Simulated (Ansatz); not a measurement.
Consider the formal exchange of groups at the Si–O bond: `O[SiH2]OC=S` + `F[SiH3]` → `O[SiH2][SiH2]F` + `OC=S`.

Gas-phase electronic energies from Ansatz, PBE0-D4/def2-TZVP geometries. CBS: MP2 limit from def2 TZ/QZ plus the TZ coupled-cluster correction, frozen cores. This one scheme is used for every species. Functionals use def2-TZVPP. B3LYP here is the variant with VWN-RPA as its local correlation; programs differ in this. One conformer a species, not always the lowest.

| level | ΔE (kJ/mol) |
| --- | --- |
| B3LYP | 117.0 |
| SCS-MP2/def2-TZVPP | 133.7 |

**Question.** What does CCSD(T)/CBS give? (Estimate.)

**Answer.** Computed: +121.5 kJ/mol. The listed levels differ from it by -4.5, 12.2 kJ/mol.

Largest T1 diagnostic among the species: 0.018.

From PBE to PBE0 (25 % exact exchange), in def2-TZVPP and without D4, ΔE moves by +8.2 kJ/mol. In def2-TZVPP, CCSD(T) changes the Hartree–Fock value by −15.6 kJ/mol (the triples alone add −1.4 kJ/mol) and MP2 by −6.9 kJ/mol.
